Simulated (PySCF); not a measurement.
**Electron correlation in Ti (titanium, neutral)**

[Ar] 3d3 4s1, high-spin 5F determinant (an excited configuration). All numbers are calculated (PySCF 2.14, the spin-free X2C one-electron Hamiltonian (Gaussian nucleus), in x2c-TZVPPall). Frozen: [Ne]; 12 electrons correlated.

```
  level  correlation energy (mhartree)
   CCSD                        -310.24
    (T)                          -8.25
CCSD(T)                        -318.49
```

Diagnostics: T1 = 0.017, D1 = 0.0583, largest double amplitude 0.028.

Cost of the coupled-cluster step: of the order of 12 core-seconds, for 12 correlated electrons.

This basis was not built for core-valence correlation, so the inner-shell part is incomplete.
